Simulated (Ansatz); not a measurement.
Ideal-gas functions of `[F][SnH]([Br])[Br]` at 600 K and 1 bar, from an Ansatz frequency run at PBE0-D4/def2-TZVP.

Molar mass 298.52 g/mol, point group Cs (symmetry number 1), electronic degeneracy 1, moments of inertia 240.972, 675.791, 843.03 u Å². Harmonic wavenumbers (cm⁻¹, unscaled): 74, 134, 136, 261, 286, 544, 545, 639, 1996.

Use S(trans) = R[1.5 ln M + 2.5 ln T − 1.1517]; rotational temperatures θ = 24.2544 K / I; S(rot) = R[ln(√π/σ · √(T³/θAθBθC)) + 1.5]; for each mode x = 1.438777 ν̃/T, S = R[x/(eˣ − 1) − ln(1 − e⁻ˣ)] and H = RT x/(eˣ − 1); 1 cm⁻¹ = 0.0119627 kJ/mol; R = 8.31446 J/(mol·K).

Question: By hand: the entropy, in J/(mol·K).

Answer: Translation 194.5. Rotation: θ = 0.1007, 0.0359, 0.0288 K, giving 135.1. Vibration, mode by mode: 22.70, 17.79, 17.67, 12.35, 11.61, 6.67, 6.66, 5.53, 0.40, in all 101.4. Electronic 0.0. Sum 431.0 J/(mol·K).

Question: By hand: H − E and G − E in kJ/mol, counted from the electronic energy.

Answer: Zero-point energy ½ × 4615 × 0.0119627 = 27.6; thermal vibration 27.2; translation, rotation and pV give 4 RT = 20.0. H − E = 74.8 kJ/mol, and G − E = 74.8 − 600 × 431.0/1000 = -183.8 kJ/mol.

Vibration gives 24 % of the entropy, 58.2 J/(mol·K) of it from the modes under 150 cm⁻¹: soft modes count most, and the harmonic formula is weakest for them.
